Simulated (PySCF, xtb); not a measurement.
# C2H3In: 3 structures ranked

3 gas-phase structures of C2H3In, found in a search over its isomers (lower ones may exist). Each was relaxed with GFN2-xTB:

A. a singlet given by its coordinates
B. `C#[C][InH2]`, a singlet
C. `C=[CH][In]`, a singlet

A (Å):

```tsv
atom	x (Å)	y (Å)	z (Å)
C	-0.0379	0.0423	1.0659
C	-0.1509	1.0268	0.1961
In	-1.0040	-1.0648	-1.2658
H	-0.3139	-1.0244	0.7680
H	0.1161	2.0333	0.4856
H	-0.5048	1.0392	-0.9112
```

Close contacts (Å): C1–C2 1.32, C1–In3 2.76, C2–In3 2.69, C1–H4 1.14, C2–H5 1.08, C2–H6 1.16, In3–H4 2.15, In3–H6 2.19.

**Question.** Make a reasoned guess at their ranking by r2SCAN-D4/def2-SVP single-point energy.

**Answer.** Calculated order at r2SCAN-D4/def2-SVP: C (0.0), A (39.7), B (42.5) kcal/mol.

Energies above the lowest of each column, in kcal/mol; the last columns are at PBE0-D3(BJ)/def2-SVP geometries (a dash: not run or not comparable):

```
structure  GFN2-xTB  HF/STO-3G  r2SCAN-D4/def2-SVP  PBE0-D3(BJ)/def2-SVP  CCSD(T)/def2-SVP + ΔMP2/def2-TZVPP
        C       0.0        9.5                 0.0                   0.0                                 0.0
        A      34.9       92.6                39.7          relaxes to C                                   –
        B      49.5        0.0                42.5                  45.2                                40.4
```

CCSD(T)/def2-SVP + ΔMP2/def2-TZVPP puts C lowest of those it was run on; HF/STO-3G picks B. No reliable frequencies are at hand for these structures. Atoms past krypton carry core potentials in the def2 sets, without spin–orbit terms. ΔMP2 is the change of the MP2 energy from the smaller to the larger basis.

Programs: PySCF 2.14.0, xtb 6.7.1.
